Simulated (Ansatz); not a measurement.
The same path of BCl2F + H2 (6 atoms, charge 0, multiplicity 1) was run 3 times with different band settings. Lost on the way: B1–Cl2, H5–H6. Made: B1–H5, Cl2–H6.

These are results of RKS PBE0-D4/def2-SVP (Ansatz), not measurements.

Relaxed end points:

```xyz
6
Properties=species:S:1:pos:R:3
B -0.034 0.520 0.106
Cl -0.009 0.934 1.799
F 1.092 0.231 -0.498
Cl -1.519 0.506 -0.805
H -0.245 -2.539 0.572
H -0.113 -2.301 1.282
```

```xyz
6
Properties=species:S:1:pos:R:3
B -0.115 -0.365 -0.596
Cl -0.088 -0.130 2.500
F 1.076 0.177 -0.700
Cl -1.522 0.617 -0.930
H -0.226 -1.539 -0.362
H 0.046 -1.409 2.545
```

Common settings: spring 5.0 eV/Å²; start path through a guess of the saddle point; force threshold 0.05 eV/Å; iteration limit 60; end points relaxed.

| run | movable images | climbing image | optimiser |
| --- | --- | --- | --- |
| 1 | 9 | yes | quadratic models (default) |
| 2 | 8 | no | quadratic models (default) |
| 3 | 9 | from the first iteration | fire |

Task: What does each run give, and how far can it be trusted?

Result: Run 1: converged after 50 iterations, highest image 1.459 eV above the first end. A vibrational analysis at the climbing image gives one clearly imaginary mode, 868i cm⁻¹: a first-order saddle point.
Run 2: converged after 20 iterations, highest image 1.413 eV above the first end. No image climbed, so the highest image needn't sit at the top of the path.
Run 3: converged after 30 iterations, highest image 1.459 eV above the first end. Another band between the same ends (9 images) ends at a top of the same energy, where a vibrational analysis finds 1 clearly imaginary mode.
The orbitals stay closed-shell, which can raise the energy where a bond breaks towards radicals; this wasn't checked here.
